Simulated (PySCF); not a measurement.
# Optical rotation: `InChI=1S/C4H8BF/c5-2-3-1-4(3)6/h3-4H,1-2,5H2/t3-,4+/m1/s1`

Geometry (Å), atoms numbered from 1 in this order:
```xyz
14

B     2.1971    0.4018   -0.2469
C     0.8552   -0.2987   -0.6670
C    -0.2202   -0.3921    0.3939
C    -1.1648    0.7548    0.6382
C    -1.6580   -0.5052    0.0023
F    -2.4741   -1.3186    0.7386
H     3.0830    0.4207   -1.0089
H     2.3157    0.9073    0.7988
H     1.0686   -1.3063   -1.0407
H     0.4512    0.2349   -1.5345
H     0.0696   -0.9579    1.2707
H    -1.4757    0.9518    1.6520
H    -1.0871    1.6351    0.0188
H    -1.9611   -0.5280   -1.0376
```

Computed with PySCF, TDDFT CAM-B3LYP/def2-SVPD circular dichroism and optical rotation, one conformer, gas phase. Geometry: GFN2-xTB.

The molecule is flexible and this is one conformer; a measurement averages over conformers.

Stereocentres: C3 S, C5 S.

Q: Give the optical rotatory dispersion at 633, 589.3, 546, 436, 405, 365, 355 nm.

A: [α] in deg dm⁻¹ (g/mL)⁻¹:
| λ (nm) | origin-invariant length gauge | modified velocity gauge | length gauge (centre of mass) | isotropic polarisability (au) |
| --- | --- | --- | --- | --- |
| 633 | +131.3 | +134.7 | +132.8 | 61.0 |
| 589.3 | +154.1 | +157.9 | +155.8 | 61.2 |
| 546 | +183.4 | +187.6 | +185.4 | 61.4 |
| 436 | +315.4 | +320.3 | +318.8 | 62.4 |
| 405 | +381.8 | +386.4 | +385.9 | 62.8 |
| 365 | +509.0 | +511.6 | +514.4 | 63.6 |
| 355 | +552.2 | +553.8 | +558.1 | 63.8 |

Q: And for the mirror image at 589.3 nm?

A: -154.1 deg dm⁻¹ (g/mL)⁻¹ (origin-invariant length gauge): the same size and the opposite sign.

Q: What is the molar rotation [Φ] = [α]·M/100 of the geometry above at 589.3 nm?

A: With M = 85.92 g/mol, +132.4 deg cm² dmol⁻¹ (origin-invariant length gauge).

The first excitation lies at 5.42 eV (229 nm) with R = +3.2 × 10⁻⁴⁰ esu² cm² (velocity form).
